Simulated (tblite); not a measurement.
Record of a relaxation.

Compound: C3H5BCl (doublet state).
Atom-mapped SMILES: `[Cl:1][BH:2][C:3]1[CH2:4][CH2:5]1` (hydrogens: H6 on B2; H7, H8 on C4; H9, H10 on C5)

Computed with GFN2-xTB (tblite), gas phase: L-BFGS steps from a force-field or distance-geometry start until the largest atomic force falls under 0.01 eV/Å. 12 of its 71 geometries are shown.

Step 0: E = -398.4705 eV, largest atomic force 2.776 eV/Å
```
atom  x, y, z in Å  |  force x, y, z in eV/Å
Cl1     2.054    0.152    1.279   -0.488  -0.165  -1.685
B2      1.552   -0.250   -0.471   -0.446  -1.148   0.537
C3      0.033   -0.204   -0.846    0.976   0.850   2.456
C4     -0.723    0.892   -0.096    0.067  -1.282   0.418
C5     -1.018   -0.589    0.187    0.204   0.927  -0.895
H6      2.358   -0.880   -1.069   -0.098   0.576   0.070
H7     -0.230    1.383    0.761   -0.246   0.268  -1.019
H8     -1.425    1.433   -0.727    0.054  -0.009   0.607
H9     -0.556   -1.067    1.079   -0.873   0.382  -0.654
H10    -2.038   -0.864   -0.119    0.851  -0.398   0.164
```

Step 6: E = -399.1215 eV, largest atomic force 0.522 eV/Å
```
atom  x, y, z in Å  |  force x, y, z in eV/Å
Cl1     2.051    0.159    1.134    0.321   0.026   0.158
B2      1.575   -0.401   -0.408   -0.268   0.193  -0.404
C3      0.101   -0.154   -0.714    0.097  -0.062   0.384
C4     -0.733    0.892   -0.043    0.030  -0.150  -0.037
C5     -1.026   -0.566    0.172   -0.056   0.108   0.064
H6      2.389   -0.850   -1.117   -0.051  -0.118  -0.007
H7     -0.250    1.500    0.723   -0.249  -0.131  -0.101
H8     -1.433    1.438   -0.664    0.074  -0.028   0.065
H9     -0.696   -1.044    1.090   -0.234   0.060   0.045
H10    -1.969   -0.969   -0.193    0.337   0.103  -0.167
```

Step 13: E = -399.2535 eV, largest atomic force 0.476 eV/Å
```
atom  x, y, z in Å  |  force x, y, z in eV/Å
Cl1     2.269    0.173    1.053    0.361   0.271   0.152
B2      1.629   -0.356   -0.444   -0.196  -0.305   0.023
C3      0.143   -0.160   -0.559    0.061   0.209   0.037
C4     -0.770    0.885   -0.013    0.086   0.023   0.009
C5     -1.055   -0.563    0.216    0.055  -0.009  -0.228
H6      2.348   -0.920   -1.179   -0.088   0.028  -0.050
H7     -0.373    1.520    0.766   -0.079  -0.056   0.227
H8     -1.421    1.433   -0.682    0.074  -0.080  -0.155
H9     -0.917   -1.008    1.199   -0.024   0.015  -0.176
H10    -1.842   -0.998   -0.380   -0.250  -0.097   0.161
```

Step 19: E = -399.4326 eV, largest atomic force 0.621 eV/Å
```
atom  x, y, z in Å  |  force x, y, z in eV/Å
Cl1     2.726    0.310    0.878   -0.287  -0.070  -0.546
B2      1.682   -0.392   -0.376    0.143   0.299   0.194
C3      0.228   -0.103   -0.301   -0.123  -0.295   0.061
C4     -0.809    0.891    0.038    0.130  -0.005   0.022
C5     -1.104   -0.560    0.165   -0.010  -0.265  -0.035
H6      2.196   -1.008   -1.236   -0.025  -0.148   0.263
H7     -0.622    1.476    0.921   -0.220   0.281   0.164
H8     -1.314    1.389   -0.771    0.158   0.378  -0.115
H9     -1.174   -0.953    1.168    0.150  -0.291   0.098
H10    -1.801   -1.045   -0.509    0.083   0.116  -0.106
```

Step 25: E = -399.6070 eV, largest atomic force 0.438 eV/Å
```
atom  x, y, z in Å  |  force x, y, z in eV/Å
Cl1     2.960    0.416    0.555   -0.084   0.229   0.012
B2      1.692   -0.380   -0.312    0.053  -0.012  -0.112
C3      0.262   -0.108   -0.047    0.008   0.179  -0.109
C4     -0.808    0.892    0.102   -0.270   0.141   0.173
C5     -1.111   -0.586    0.142   -0.273   0.163   0.028
H6      2.063   -1.112   -1.149   -0.093  -0.302   0.059
H7     -0.906    1.497    1.009    0.131  -0.268  -0.281
H8     -1.106    1.448   -0.796    0.203  -0.198   0.334
H9     -1.331   -1.016    1.117    0.030  -0.029  -0.098
H10    -1.706   -1.048   -0.644    0.294   0.097  -0.006
```

Step 32: E = -399.7147 eV, largest atomic force 0.289 eV/Å
```
atom  x, y, z in Å  |  force x, y, z in eV/Å
Cl1     2.938    0.592    0.329    0.086   0.041  -0.100
B2      1.672   -0.397   -0.307   -0.050  -0.056  -0.033
C3      0.273   -0.072    0.038    0.042  -0.081   0.125
C4     -0.816    0.901    0.175    0.110   0.114  -0.107
C5     -1.102   -0.574    0.119   -0.015  -0.001  -0.021
H6      1.941   -1.313   -1.003    0.071   0.060   0.218
H7     -0.987    1.480    1.080    0.110  -0.245  -0.106
H8     -0.976    1.472   -0.731   -0.201   0.181   0.040
H9     -1.398   -1.059    1.039   -0.034  -0.061   0.019
H10    -1.537   -1.025   -0.761   -0.117   0.049  -0.034
```

Step 38: E = -399.7701 eV, largest atomic force 0.388 eV/Å
```
atom  x, y, z in Å  |  force x, y, z in eV/Å
Cl1     2.926    0.721    0.105    0.059  -0.078  -0.075
B2      1.677   -0.418   -0.260   -0.040   0.035  -0.013
C3      0.280   -0.067    0.069   -0.012  -0.275  -0.274
C4     -0.800    0.904    0.170   -0.087   0.049   0.232
C5     -1.100   -0.568    0.084    0.008  -0.082  -0.071
H6      1.922   -1.441   -0.789    0.189   0.070   0.138
H7     -0.949    1.375    1.126   -0.065   0.212   0.201
H8     -0.999    1.565   -0.661   -0.018  -0.031  -0.067
H9     -1.450   -1.090    0.970   -0.003   0.105  -0.105
H10    -1.498   -0.978   -0.836   -0.032  -0.004   0.035
```

Step 45: E = -399.8222 eV, largest atomic force 0.174 eV/Å
```
atom  x, y, z in Å  |  force x, y, z in eV/Å
Cl1     2.887    0.797   -0.060   -0.061   0.026  -0.024
B2      1.679   -0.429   -0.258    0.126  -0.115   0.036
C3      0.255   -0.085   -0.051    0.045  -0.068   0.005
C4     -0.792    0.903    0.201   -0.081   0.003  -0.003
C5     -1.129   -0.559    0.028    0.046  -0.045   0.031
H6      2.053   -1.516   -0.518   -0.071   0.097   0.008
H7     -0.867    1.330    1.196   -0.003   0.006  -0.090
H8     -1.044    1.608   -0.584    0.016  -0.040   0.050
H9     -1.433   -1.124    0.901    0.018   0.008   0.005
H10    -1.601   -0.922   -0.876   -0.034   0.127  -0.019
```

Step 51: E = -399.8282 eV, largest atomic force 0.048 eV/Å
```
atom  x, y, z in Å  |  force x, y, z in eV/Å
Cl1     2.863    0.828   -0.129   -0.011  -0.001  -0.008
B2      1.687   -0.438   -0.240   -0.012   0.013   0.018
C3      0.257   -0.097   -0.060   -0.013   0.014   0.027
C4     -0.785    0.894    0.210   -0.007   0.018  -0.002
C5     -1.128   -0.562    0.014   -0.008   0.026   0.022
H6      2.062   -1.530   -0.442    0.027  -0.003  -0.015
H7     -0.861    1.320    1.203    0.038  -0.024  -0.016
H8     -1.036    1.610   -0.564    0.003  -0.040  -0.015
H9     -1.423   -1.142    0.880   -0.027  -0.023  -0.011
H10    -1.626   -0.878   -0.894    0.009   0.021   0.001
```

Step 57: E = -399.8295 eV, largest atomic force 0.024 eV/Å
```
atom  x, y, z in Å  |  force x, y, z in eV/Å
Cl1     2.855    0.834   -0.147   -0.005   0.009   0.003
B2      1.686   -0.440   -0.233    0.006   0.006  -0.008
C3      0.256   -0.102   -0.048    0.003  -0.001  -0.006
C4     -0.784    0.894    0.213    0.014  -0.019  -0.001
C5     -1.132   -0.561    0.019   -0.002  -0.008  -0.004
H6      2.072   -1.529   -0.437   -0.002   0.002   0.002
H7     -0.850    1.324    1.205   -0.001   0.005   0.004
H8     -1.035    1.600   -0.568    0.012   0.004   0.003
H9     -1.438   -1.151    0.873   -0.018   0.009  -0.001
H10    -1.621   -0.863   -0.899   -0.007  -0.006   0.007
```

Step 64: E = -399.8298 eV, largest atomic force 0.019 eV/Å
```
atom  x, y, z in Å  |  force x, y, z in eV/Å
Cl1     2.849    0.842   -0.150   -0.006   0.005   0.000
B2      1.687   -0.440   -0.235   -0.004  -0.006   0.004
C3      0.256   -0.109   -0.048    0.000   0.000   0.003
C4     -0.780    0.891    0.213    0.000  -0.015  -0.002
C5     -1.134   -0.562    0.019   -0.017   0.002  -0.006
H6      2.077   -1.527   -0.435    0.009  -0.004  -0.005
H7     -0.844    1.322    1.204   -0.003   0.001   0.015
H8     -1.028    1.599   -0.567    0.009   0.010  -0.013
H9     -1.451   -1.149    0.872    0.013   0.006   0.012
H10    -1.624   -0.863   -0.898   -0.001   0.000  -0.008
```

Step 70: E = -399.8301 eV, largest atomic force 0.008 eV/Å
```
atom  x, y, z in Å  |  force x, y, z in eV/Å
Cl1     2.839    0.849   -0.149   -0.001   0.001   0.000
B2      1.686   -0.441   -0.235    0.000  -0.002   0.001
C3      0.254   -0.115   -0.046    0.000  -0.002   0.001
C4     -0.777    0.889    0.213   -0.002   0.008   0.000
C5     -1.138   -0.563    0.019    0.006   0.001   0.003
H6      2.084   -1.525   -0.439    0.004  -0.004  -0.003
H7     -0.842    1.321    1.204   -0.003  -0.005  -0.005
H8     -1.016    1.600   -0.569   -0.002  -0.001   0.001
H9     -1.454   -1.144    0.875   -0.001   0.000  -0.001
H10    -1.627   -0.865   -0.898   -0.001   0.003   0.002
```

Task: Summarise the path.

Result: The energy falls by 31.35 kcal/mol from step 0 to step 70; nine tenths of that is first reached at step 31. It never rises by more than 0.2 meV. The largest force goes from 2.776 to 0.008 eV/Å. Among the bonds Cl1–B2 changes most, from 1.865 to 1.732 Å; the atoms move by 0.854 Å rms after alignment.

Task: Follow the three bonds and two angles with the largest change from start to end.

Result: 
| step | E above end (kcal/mol) | largest force (eV/Å) | Cl1–B2 (Å) | B2–C3 (Å) | C3–C4 (Å) | B2–C3–C4 (°) | B2–C3–C5 (°) |
| --- | --- | --- | --- | --- | --- | --- | --- |
| 0 | 31.35 | 2.776 | 1.865 | 1.565 | 1.528 | 112.6 | 120.0 |
| 3 | 19.28 | 0.655 | 1.737 | 1.496 | 1.480 | 121.9 | 125.2 |
| 6 | 16.34 | 0.522 | 1.708 | 1.526 | 1.496 | 124.2 | 124.6 |
| 9 | 15.12 | 0.555 | 1.755 | 1.500 | 1.489 | 127.5 | 128.5 |
| 12 | 13.65 | 0.341 | 1.728 | 1.500 | 1.491 | 131.1 | 135.3 |
| 15 | 12.14 | 0.542 | 1.703 | 1.501 | 1.486 | 135.7 | 138.3 |
| 18 | 9.94 | 0.505 | 1.763 | 1.485 | 1.474 | 144.6 | 143.5 |
| 21 | 8.06 | 1.174 | 1.737 | 1.492 | 1.480 | 144.8 | 154.1 |
| 24 | 5.84 | 0.353 | 1.733 | 1.483 | 1.477 | 147.3 | 151.4 |
| 27 | 4.21 | 0.325 | 1.730 | 1.479 | 1.469 | 148.2 | 148.7 |
| 30 | 3.45 | 0.443 | 1.730 | 1.483 | 1.463 | 150.0 | 146.5 |
| 33 | 2.44 | 0.315 | 1.731 | 1.473 | 1.468 | 149.9 | 145.6 |
| 37 | 1.64 | 0.354 | 1.725 | 1.474 | 1.457 | 150.1 | 144.3 |
| 40 | 0.94 | 0.252 | 1.732 | 1.480 | 1.461 | 152.0 | 145.3 |
| 43 | 0.44 | 0.278 | 1.736 | 1.476 | 1.466 | 150.3 | 147.2 |
| 46 | 0.14 | 0.138 | 1.732 | 1.482 | 1.462 | 150.9 | 147.1 |
| 49 | 0.06 | 0.084 | 1.731 | 1.482 | 1.465 | 150.4 | 147.6 |
| 52 | 0.03 | 0.044 | 1.732 | 1.481 | 1.463 | 149.9 | 148.0 |
| 55 | 0.02 | 0.042 | 1.732 | 1.481 | 1.463 | 149.8 | 148.1 |
| 58 | 0.01 | 0.019 | 1.732 | 1.481 | 1.463 | 149.7 | 148.2 |
| 61 | 0.01 | 0.025 | 1.732 | 1.481 | 1.463 | 149.5 | 148.4 |
| 64 | 0.00 | 0.019 | 1.732 | 1.481 | 1.463 | 149.2 | 148.7 |
| 67 | 0.00 | 0.016 | 1.732 | 1.481 | 1.463 | 148.8 | 149.1 |
| 70 | 0.00 | 0.008 | 1.732 | 1.481 | 1.463 | 148.8 | 149.1 |

What follows is the cost of the whole relaxation. The run took 0.29 s on one thread of an AMD EPYC 7B13, shared host.
